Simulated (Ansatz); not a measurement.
Geometry optimisation, RKS PBE0/def2-SVP in Ansatz.

input.yaml

```yaml
crystal:
  periodic: [false, false, false]
  atoms:
    - { symbol: Al, position_ang: [0.004098, -0.316693, -0.565965] }
    - { symbol: H, position_ang: [0.137771, -0.292499, 2.187123] }
    - { symbol: Cl, position_ang: [1.896364, 0.50464, -0.859491] }
    - { symbol: Cl, position_ang: [-1.671113, 0.873497, -0.944511] }
    - { symbol: O, position_ang: [-0.178611, -1.988446, -0.131571] }
    - { symbol: Al, position_ang: [-0.823138, -3.571588, -0.129463] }
    - { symbol: H, position_ang: [0.098911, -4.75371, 0.376282] }
    - { symbol: H, position_ang: [-2.311893, -3.779455, -0.641029] }
    - { symbol: H, position_ang: [0.07661, -0.885546, 1.779326] }
basis:
  gaussian: { orbitals: def2-SVP }
hamiltonian:
  xc: pbe0
relax:
  f_tol: 0.03
  max_steps: 50
output:
  orbitals: {}
```

Run as:

```bash
$ ansatz run input.yaml --threads 2 --pin off --max-ram 3072MiB --backend cpu --events-out ev --progress --plain --runs-dir out
```

Task: Where does it end, and by what steps?

Result: The run converged. The force dipped under the threshold on the way, but the program's further checks kept it going. After 27 steps the energy has fallen by 0.232 eV; H8 moved furthest, 1.31 Å.

```tsv
step	energy less start (eV)	largest force component (eV/Å)	accepted
0	0.0000	1.493	yes
1	-0.0951	0.866	yes
2	-0.1185	1.097	yes
3	-0.1626	0.439	yes
4	-0.1720	0.124	yes
5	-0.1784	0.078	yes
6	-0.1805	0.056	yes
7	-0.1823	0.048	yes
8	-0.1841	0.048	yes
9	-0.1838	0.775	no
10	-0.1911	0.029	yes
11	-0.1949	0.384	yes
12	-0.1926	0.382	no
13	-0.2000	0.070	yes
14	-0.2044	0.040	yes
15	-0.2102	0.068	yes
16	-0.2138	0.203	yes
17	-0.2177	0.119	yes
18	-0.2224	0.145	yes
19	-0.2282	0.055	yes
20	-0.2289	0.035	yes
21	-0.2282	0.283	no
22	-0.2298	0.034	yes
23	-0.2304	0.081	yes
24	-0.2303	0.092	no
25	-0.2313	0.029	yes
26	-0.2317	0.018	yes
27	-0.2319	0.023	yes
```

```xyz
9
Properties=species:S:1:pos:R:3
Al -0.157 -0.404 -0.303
H 0.132 0.015 1.840
Cl 1.670 0.251 -1.090
Cl -1.680 1.010 -0.010
O -0.490 -2.051 -0.213
Al -0.878 -3.709 -0.279
H -0.537 -4.593 0.992
H -1.559 -4.274 -1.592
H 0.729 -0.455 1.727
```

Run time: 82 s on 2 threads of Arm Neoverse V2 (shared host), peak memory 0.23 GiB.
